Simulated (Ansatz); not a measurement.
Relaxation of ClH$_{5}$SSn (8 atoms, charge 0, multiplicity 1), to a largest force component of 0.03 eV/Å in at most 50 steps.

Method: RKS BHLYP/def2-SVP in Ansatz 0.2.0.

```xyz
8
Properties=species:S:1:pos:R:3
Sn -0.546 -0.100 -0.498
Cl 0.089 0.787 2.951
H 0.595 -1.031 0.356
H -0.153 1.554 -0.602
H -0.820 -0.782 -2.044
S -2.687 -0.153 0.678
H -2.838 -1.484 0.595
H -1.139 0.336 2.711
```

Task: Where does it end, and by what steps?

Result: The forces met the threshold. After 7 steps the energy has fallen by 0.074 eV; Cl2 moved furthest, 0.43 Å.

```
step  energy less start (eV)  largest force component (eV/Å)  accepted
   0                  0.0000                           1.112       yes
   1                 -0.0233                           1.124       yes
   2                 -0.0369                           0.998       yes
   3                  0.0207                           1.461        no
   4                 -0.0682                           0.133       yes
   5                 -0.0729                           0.045       yes
   6                 -0.0663                           0.478        no
   7                 -0.0741                           0.007       yes
```

```xyz
8
Properties=species:S:1:pos:R:3
Sn -0.533 -0.125 -0.627
Cl -0.146 0.724 3.309
H 0.616 -1.096 0.161
H -0.083 1.510 -0.699
H -0.903 -0.745 -2.170
S -2.594 -0.120 0.700
H -2.650 -1.453 0.845
H -1.205 0.431 2.629
```

Whether the end is a true minimum wasn't checked by a vibrational analysis.

Time of the run: 22 s on 2 threads of Arm Neoverse V1 (shared host), peak memory 0.19 GiB.
